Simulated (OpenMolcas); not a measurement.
Ionisation energies of potassium

* Program: OpenMolcas 26.06
* Basis: ANO-R3 [6s5p3d2f1g]
* Scalar Hamiltonian: X2C, finite nucleus
* Spin-orbit coupling: state interaction with AMFI integrals over the reference wave functions, term energies averaged over their components

Active shells in each charge state: the valence s, p, d shells, with orbitals averaged over the low states. Where CASPT2's correlated closed shells are named, they are those of the first ion.

A. CASSCF
B. SS-CASPT2, IPEA 0.25 Eh, imaginary shift 0.1 Eh (closed shells correlated: 3s 3p)
C. SS-CASPT2, IPEA 0.25 Eh, imaginary shift 0.1 Eh (closed shells correlated: none)
D. SS-CASPT2, IPEA 0 Eh, imaginary shift 0.1 Eh (closed shells correlated: 3s 3p)
E. SS-CASPT2, IPEA 0.25 Eh, imaginary shift 0.1 Eh (closed shells correlated: 2s 2p 3s 3p)

Energies in eV between the lowest computed levels, named as in B; reference values from the NIST Atomic Spectra Database with their kind.

```csv
From,To,A,B,C,D,E,Spin-orbit share in B,Reference
K 4s ²S_1/2,K+ 3p⁶ ¹S₀,4.018,4.279,4.018,4.300,4.280,+0.000,4.341 (measured)
```

Error against the reference values, in %:

```
From  Reference     A     B     C     D     E
   K   measured  -7.4  -1.4  -7.4  -0.9  -1.4
```

Absolute error against the one measured value: A 0.32 eV, B 0.06 eV, C 0.32 eV, D 0.04 eV, E 0.06 eV. D lies closest.

The lowest level within the active space need not be the ion's true ground level.
